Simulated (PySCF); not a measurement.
SMILES CCCCB(F)Cl (C4H9BClF) (GFN2-xTB optimised geometry):

```
16

B     -2.260     0.570     0.000
Cl    -3.228    -0.841     0.007
F     -2.911     1.726     0.000
C     -0.679     0.570     0.000
C     -0.009    -0.806    -0.081
C      1.516    -0.726    -0.143
C      2.144    -0.213     1.148
H     -0.325     1.190    -0.830
H     -0.338     1.085     0.903
H     -0.305    -1.402     0.784
H     -0.372    -1.322    -0.972
H      1.905    -1.726    -0.349
H      1.812    -0.081    -0.973
H      1.825    -0.820     1.993
H      1.864     0.820     1.340
H      3.228    -0.261     1.084
```

Calculation: PBE0/def2-TZVP (PySCF).

What are the frontier orbital energies and the dipole moment?

HOMO-2 -9.31 eV, HOMO-1 -9.25 eV, HOMO -8.92 eV, LUMO -0.42 eV, LUMO+1 0.82 eV; dipole moment 1.61 D.

On the same geometry PBE/def2-TZVP run with PySCF gives HOMO-2 -7.85 eV, HOMO-1 -7.84 eV, HOMO -7.51 eV, LUMO -1.44 eV, LUMO+1 0.07 eV; dipole moment 1.51 D.

Meta-Löwdin charges at PBE0/def2-TZVP: B1 0.40, Cl2 -0.06, F3 -0.29, C4 -0.35, C5 -0.19, C6 -0.19, C7 -0.35, H8 0.13, H9 0.13, H10 0.10, H11 0.11, H12 0.11, H13 0.10, H14 0.11, H15 0.11, H16 0.12.
